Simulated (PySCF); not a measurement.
## Carbon: a sound run and one with changed settings

Sound run: C²⁺ [He] 2s2, C³⁺ [He] 2s1. All numbers are calculated (PySCF 2.14, the non-relativistic Hamiltonian (point nucleus), in cc-pVTZ (4s3p2d1f, 30 functions)). The sound run starts from symmetry-adapted Hartree-Fock orbitals and uses a fine grid where one is needed.

A second run was set up differently.

```tsv
species	method	sound run (hartree)	changed run (hartree)	converged
C²⁺	UHF	-36.40738	-36.40738	yes
C²⁺	TPSS	-36.52440	-36.51070	yes
C²⁺	M06-L	-36.51537	-36.55416	yes
C³⁺	UHF	-34.72477	-34.72477	yes
C³⁺	TPSS	-34.79203	-34.77942	yes
C³⁺	M06-L	-34.79161	-34.81789	yes
```

Ionisation energy of C²⁺:

```tsv
method	sound run (eV)	changed run (eV)
UHF	45.786	45.786
TPSS	47.140	47.110
M06-L	46.906	47.246
```

Task: What was changed?
A. level shift left on
B. all electrons correlated in a valence basis
C. radial grid too coarse
D. too few SCF iterations

Result: C. It used radial step 0.8 in ln r (0.13 in the sound run). A coarse radial grid mis-integrates the density and the exchange-correlation energy, with errors of either sign; Hartree-Fock needs no grid.
